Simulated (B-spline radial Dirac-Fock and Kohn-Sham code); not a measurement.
**Anomalous scattering factors of Bi, 738.3 eV to 6 keV**

Method: the dispersion relation over Dirac-Hartree-Slater subshell photoionisation cross sections, with the Kissel-Pratt high-energy constant (isolated atom, no bound-bound lines or fine structure). Computed with an atomic code on a B-spline grid. The forward scattering factor is f₀ + f′ + i f″.

Edges near this range: M1 3999.0 eV, M2 3696.0 eV, M3 3177.0 eV, M4 2688.0 eV, M5 2580.0 eV, N1 939.0 eV, N2 805.2 eV, N3 678.8 eV.

```tsv
hν (eV)	λ (Å)	f′ (e)	f″ (e)	tabulated f′	tabulated f″
738.3	16.79	-38.298	31.535	–	30.87
877.9	14.12	-32.855	28.710	–	27.90
1000	12.40	-29.628	26.598	-29.54	25.89
1253.6	9.890	-25.657	21.819	-25.49	19.95
1405	8.824	-24.568	19.499	-24.68	17.63
1407	8.812	-24.558	19.471	-24.67	17.60
1486.9	8.338	-24.234	18.394	-24.27	16.61
1578	7.857	-24.035	17.274	-24.06	15.64
2000	6.199	-25.115	13.264	-25.36	12.17
2372	5.227	-30.167	10.827	-30.59	10.10
2984.4	4.154	-23.301	30.271	-23.79	30.36
4000	3.100	-11.995	25.499	-11.01	24.19
4510.9	2.749	-7.144	21.588	-7.26	20.82
4557	2.721	-6.950	21.279	-7.04	20.52
4764	2.603	-6.210	19.971	-6.37	19.30
5313	2.334	?	?	?	?
5414.7	2.290	-4.809	16.590	-4.94	16.02
6000	2.066	-4.213	14.260	-4.33	13.69
```

Problem. What are f′ and f″ at 5313 eV?

Solution. f′ = -4.963 and f″ = 17.056 electrons (tables: -5.08 and 16.49). By the optical theorem f″ corresponds to a photoabsorption cross section 2 rₑ λ f″ = 224000 b.

Tabulated f′: xraylib 4.2 anomalous scattering factors (Cullen et al., EPDL97); f″: Chantler's tables (J. Phys. Chem. Ref. Data 1995 and 2000). Both are theoretical tables.
